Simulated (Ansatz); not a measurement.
In₇Sb₇H₂₀⁻, a nanocrystal cut from zinc blende InSb (hydrogen-capped). The state is a doublet with charge -1. Geometry PBE-D4/def2-SVP, that of the neutral singlet; atoms count from 1.

```xyz
34

In    1.812    3.480   -2.353
In   -0.018   -4.705    0.201
In   -0.975   -0.406   -2.559
In    2.720   -0.296    0.455
In    1.023    3.694    2.498
In   -1.737   -0.201    2.144
In   -2.794    3.572   -0.609
Sb    2.412   -3.225    0.535
Sb    1.635    0.547   -2.020
Sb    0.014    4.024   -0.175
Sb   -0.886   -3.322   -2.154
Sb   -1.565   -3.139    2.037
Sb   -2.538    0.633   -0.440
Sb    0.921    0.742    2.378
H     1.029    3.753   -3.882
H     3.454    3.834   -1.895
H    -0.031   -6.437    0.274
H    -1.585   -0.262   -4.185
H     4.429   -0.085    0.724
H     2.730    4.030    2.556
H    -0.200    4.086    3.672
H    -2.831    0.071    3.474
H    -3.209    3.841   -2.278
H    -3.708    3.974    0.816
H     3.543   -3.974   -0.527
H     3.128   -3.860    1.966
H     2.603   -0.285   -3.179
H     0.021    5.747   -0.251
H    -0.053   -4.082   -3.455
H    -2.412   -4.021   -2.543
H    -3.144   -3.825    1.986
H    -1.190   -3.773    3.594
H    -4.058   -0.153   -0.653
H     1.462    0.025    3.850
```

In the def2 sets In, Sb take a core potential; there is no spin–orbit coupling. Single mean-field runs in def2-SVP are fitted with def2-universal-jkfit.

(1) Estimate the Mulliken populations of the heavy atoms from the PBE0/def2-SVP orbitals of Ansatz.

(2) Where does the spin sit?

(3) And the Mayer bond orders between heavy atoms (over 0.3)?

## Answers

(1) 
```
atom  charge (e)  spin (α − β)
 In1        0.18          0.03
 In2        0.06          0.23
 In3        0.16          0.09
 In4        0.16          0.09
 In5        0.18          0.03
 In6        0.16          0.09
 In7        0.18          0.03
 Sb8        0.04          0.00
 Sb9       -0.16          0.01
Sb10       -0.19          0.00
Sb11        0.04          0.00
Sb12        0.04          0.00
Sb13       -0.16          0.01
Sb14       -0.16          0.01
```
Mulliken values depend strongly on the basis.

(2) Summed by element: In 0.58, Sb 0.03, H 0.39, of 1 unpaired in all. Largest on single atoms: In2 0.23, H17 0.17, In4 0.09.

(3) In1–Sb9 0.61 (2.96 Å); In1–Sb10 0.75 (2.88 Å); In2–Sb8 0.59 (2.87 Å); In2–Sb11 0.59 (2.87 Å); In2–Sb12 0.59 (2.87 Å); In3–Sb9 0.80 (2.83 Å); In3–Sb11 0.57 (2.94 Å); In3–Sb13 0.80 (2.83 Å); In4–Sb8 0.57 (2.95 Å); In4–Sb9 0.80 (2.83 Å); In4–Sb14 0.80 (2.83 Å); In5–Sb10 0.75 (2.88 Å); In5–Sb14 0.61 (2.96 Å); In6–Sb12 0.57 (2.95 Å); In6–Sb13 0.80 (2.83 Å); In6–Sb14 0.80 (2.83 Å); In7–Sb10 0.75 (2.88 Å); In7–Sb13 0.61 (2.96 Å).
